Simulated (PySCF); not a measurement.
Removing an electron from `O[C@@H]1[C@H]2C=CC[C@@H]12`

C6H8O.
Cartesian coordinates in Å at the PBE0-D3(BJ)/def2-SVP level; atoms count from 1:
```xyz
15
C6H8O angstrom
O      2.5107    0.3327   -0.2717
C      1.1937    0.1304   -0.6364
C      0.0804    0.9765   -0.0643
C     -1.1561    1.0326   -0.8838
C     -1.7155   -0.1780   -1.0199
C     -0.9804   -1.2391   -0.2399
C      0.2260   -0.4965    0.3142
H      2.5581    0.4206    0.6857
H      1.1219   -0.1237   -1.6997
H      0.3462    1.7901    0.6187
H     -1.5268    1.9506   -1.3453
H     -2.6000   -0.3936   -1.6240
H     -1.6133   -1.6568    0.5642
H     -0.6850   -2.0934   -0.8743
H      0.6163   -0.7760    1.2983
```

Level: B3LYP/def2-SVPD (PySCF). Frontier orbitals with their largest atomic shares (Löwdin; up to four atoms above 4 %):

| orbital | ε (eV) | main atoms |
| --- | --- | --- |
| HOMO−3 | -9.71 | C5 22 %, C6 20 %, C7 12 %, O1 11 % |
| HOMO−2 | -8.17 | C3 22 %, O1 16 %, C4 16 %, C7 9 % |
| HOMO−1 | -7.51 | C7 27 %, O1 20 %, C2 12 %, C3 11 % |
| HOMO | -6.26 | ? |
| LUMO | -0.02 | C4 32 %, C5 31 %, C6 6 %, H11 6 % |
| LUMO+1 | 0.34 | O1 28 %, H8 22 %, H15 14 %, C7 9 % |
| LUMO+2 | 0.78 | C5 15 %, C6 15 %, H13 12 %, H14 9 % |

What vertical ionisation energy does ΔSCF give, and how far is −ε(HOMO) from it?

ΔSCF: 8.38 eV (808 kJ/mol; threshold wavelength 148 nm); ⟨S²⟩ of the doublet left behind is 0.755, against 0.75 for a pure doublet. −ε(HOMO) is 6.26 eV, 2.12 eV below it. For the exact functional −ε(HOMO) would equal the first vertical ionisation energy; B3LYP (global hybrid, 20 % exact exchange) falls short of its own ΔSCF value by 25 %.

On which atoms does the HOMO lie?

C5 (alkene CH carbon) 20 %, O1 (alcohol oxygen) 16 %, C4 (alkene CH carbon) 16 %, C2 (carbinol carbon (C–OH)) 14 %, so no atom holds as much as 40 %. The HOMO−1 lies 1.25 eV lower.

What kinetic energy would electrons from this vertical process carry with He II light (40.814 eV)?

40.81 − 8.38 = 32.43 eV.

With α = 70.6 au, estimate the like-pair dispersion coefficient by London's formula C6 = (3/4)α²I.

I = 0.3078 Eh, so C6 ≈ 1150 au, a rough estimate.

One conformer (not necessarily the lowest) at the PBE0-D3(BJ)/def2-SVP geometry, without solvent, vibrations or thermal averaging.

These values come from a run that also computed excited states and ΔSCF ions. On one thread of an Arm Neoverse V2 (shared host), this took 59 s.
